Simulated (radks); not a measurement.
Species: Ho3+. Configuration: [Xe] 4f10. All-electron calculation, Dirac Kohn-Sham, PBEsol, spin-unpolarised, spherical densities, point nucleus; open shells fill j = l - 1/2 first. Program: a radial shooting solver on a logarithmic mesh with Libxc functionals.

Spin-orbit splittings of the eigenvalues, e(l+1/2) - e(l-1/2), with zeta = 2 splitting/(2l+1) and mean radii in bohr:

shell  occ.  splitting (eV)  zeta (eV)  <r> j=l-1/2  <r> j=l+1/2
2p        6           856.4      570.9      0.07292      0.08008
3p        6               ?          ?       0.2192       0.2327
3d       10           39.08      15.63       0.2054       0.2096
4p        6           40.29      26.86       0.5281       0.5590
4d       10           7.329      2.932       0.5886       0.5996
4f       10           1.047     0.2992       0.7801       0.7924
5p        6           5.533      3.689        1.391        1.483
5d        0          0.5119     0.2048        2.068        2.108

Estimate the 3p splitting.

Answer. 178.8 eV (zeta = 119.2 eV).
